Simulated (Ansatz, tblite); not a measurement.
Forces on Li₆Al at its PBE0-D4/def2-TZVP geometry. The state is a doublet with charge 0.

The xTB rows come from tblite. Another isomer (doublet) lies 0.02 eV lower at PBE0-D4/def2-TZVP; other spin states weren't run for this one.

GFN1-xTB (tblite), largest force 0.61 eV/Å:

```xyz
7
positions Å, forces eV/Å
Al   -0.158   -0.135   -0.607   -0.142   -0.121   -0.546
Li    1.902   -1.427   -1.587   -0.156    0.044    0.588
Li   -2.556    0.871   -0.942    0.415    0.176    0.411
Li   -1.102    0.619    1.709    0.095    0.078   -0.389
Li   -0.149   -2.339    0.744    0.362    0.353   -0.078
Li    1.824   -0.001    1.090   -0.255   -0.215   -0.233
Li    0.239    2.411   -0.407   -0.318   -0.315    0.246
```

GFN2-xTB (tblite), largest force 0.96 eV/Å:

```
Al -0.237 -0.201 -0.907
Li 0.203 -0.039 0.365
Li -0.013 0.200 0.367
Li -0.038 0.049 -0.092
Li 0.154 0.160 0.114
Li -0.004 -0.085 -0.072
Li -0.065 -0.085 0.225
```

PBE-D4/def2-TZVP (Ansatz), largest force 0.06 eV/Å:

```
Al -0.014 -0.012 -0.053
Li -0.012 0.008 0.017
Li 0.019 -0.002 0.011
Li 0.014 -0.018 0.001
Li -0.001 0.023 0.009
Li -0.014 0.018 0.000
Li 0.008 -0.018 0.015
```
